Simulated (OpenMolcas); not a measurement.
**Ions of charge +2 along the 3d row on the Ga site of K2NaGaF6**

```
Program             : OpenMolcas
Method              : CASSCF
Spin-orbit coupling : RASSI with atomic mean-field integrals over the reference wave functions
```

The d shell is active. Each dopant is a cluster with its nearest anions in model potentials and point charges, with no relaxation and no local charge compensation. Distances were set from a Shannon-type radius of the metal (high-spin where two are listed) plus a fixed donor radius (F 1.31 Å), in hosts weighted 0.65 to 0.35 with the host's distance in the model lattice. Ligand basis ANO-RCC-VDZP, DKH2 Hamiltonian. States (labels of O, the rotations of Oh). Energies in cm-1 above the lowest state or level, χT in cm3 K/mol; under a threefold ground state the first gap can be a small split of the lowest multiplet, not the spin-orbit step; 10Dq and B are least-squares fits to the states below 45000 cm-1, weighted by degeneracy, with a free offset, and given where the rms deviation is under 5 % of |10Dq| (or 100 cm-1) and under 700 cm-1. Spin-only χT is S(S+1) / 2 for the spin of the ground state.

| Ion | Shell | R (Å) | Metal basis | Ground state | First state of that spin | 10Dq | B (rms of fit) | First gap with spin-orbit (degeneracies) | χT at 300 K | First state of another spin | Spin-only χT |
| --- | --- | --- | --- | --- | --- | --- | --- | --- | --- | --- | --- |
| V2+ | 3d3 | 2.043 | ANO-RCC-VTZP | 4A2 | 4T2 12520 | 12937 | 954 (192) | 12452 (4, 2) | 1.858 | 2E 16737 | 1.875 |
| Co2+ | 3d7 | 2.014 | ANO-RCC-VTZP | 4T1 | 4T2 6569 | 7417 | 1215 (125) | 359.1 (2, 4) | 3.565 | 2E 14761 | 1.875 |
| Ni2+ | 3d8 | 1.978 | ANO-RCC-VTZP | 3A2 | 3T2 7490 | 7295 | 1285 (91) | 7226 (3, 2) | 1.404 | 1E 18946 | 1.000 |
| Cu2+ | 3d9 | 2.004 | ANO-RCC-VTZP | 2E | 2T2 6005 | 6005 |  | 5350 (4, 2) | 0.613 |  | 0.375 |

Among the 4 ions with a close fit, |10Dq| is smallest for Cu2+ (6005 cm-1) and largest for V2+ (12937 cm-1). The error differs from ion to ion, so this order need not be the real one.

B goes from 954 cm-1 (V2+) to 1285 cm-1 (Ni2+).

Every ion keeps the highest spin of its shell. χT departs most from the spin-only value for Co2+, by +1.690 cm3 K/mol.

Ligand-to-metal charge-transfer states are missing. With metal d orbitals alone and no dynamic correlation 10Dq can be off by a tenth to a fifth, either way, in oxide and fluoride hosts. Without dynamic correlation the repulsion within the d shell is too large (B by tens of per cent), so at a given field states of lower spin stand too high (holds for V2+; Co2+; Ni2+). With no ligand orbital active B as a rule stays too high, so bands that hang on it stand too high and its fall with covalency is understated (holds for V2+; Co2+; Ni2+). An orbital triplet at a regular site is open to Jahn-Teller coupling, which can distort the site and quench the lowest spin-orbit gaps and is left out (holds for Co2+). An orbital doublet at a regular site is open to a Jahn-Teller distortion, which this geometry leaves out (holds for Cu2+). No measured value stands beside these numbers; the geometry was set by hand and not optimised.
